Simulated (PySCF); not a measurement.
An unknown shows these calculated signals:

¹H NMR (400 MHz, computed): δ 6.56 (m, 1H), 6.54 (m, 1H), 6.11 (d, 1H), 2.22 (q, 2H), 1.35 (t, 3H), 1.10 (s, 6H).

¹³C{¹H} NMR (computed): δ 170.3 (C), 155.4 (CH), 135.9 (CH), 128.1 (CH), 55.9 (C), 24.4 (CH3), 23.7 (CH2), 13.0 (CH3).

One conformer, rapidly exchanging positions averaged, non-relativistic, gas phase. GFN2-xTB structure; shielding tensors at PBE0/pcSseg-1 (GIAO); PySCF 2.14.0 with density-fitted response routines.

Scale: ¹H (σ = 31.72 ppm) and ¹³C (σ = 186.93 ppm) against TMS (reference shieldings calculated alike).

Question: Which of these does the molecule contain: a CH3CH2 unit, an S-methyl group, a ketone, a non-aromatic C=C double bond, a methoxy group?

Answer: 
- A CH3CH2 unit: yes (δC 13.0, 23.7; δH 1.35 (t), 2.22 (q)).
- An S-methyl group: no.
- A ketone: no.
- A non-aromatic C=C double bond: yes.
- A methoxy group: no.

The data belong to SMILES CCC1=CC=CC1(C)C, C9H14; they needn't prove each group on their own.

Carbon signals by region: 1 in the far downfield region (above 160 ppm), 3 in the sp2 and nitrile region (100–160 ppm), 1 at 50–100 ppm, 3 below 50 ppm. Above 160 ppm: 170.3, fully substituted alkene carbon.

Shifts are as computed. Against solution values, carbons near 30 ppm lie about +3 ppm off and those near 130 ppm about +5 ppm. Of 1211 compounds with measured shifts, 218 miss one by over three times the rms of a fit or turn the order of signals round; such compounds aren't used in these exercises. Multiplicities follow the n + 1 count of equivalent neighbours, as no J values were calculated; m marks all less simple cases, F and P coupling included.
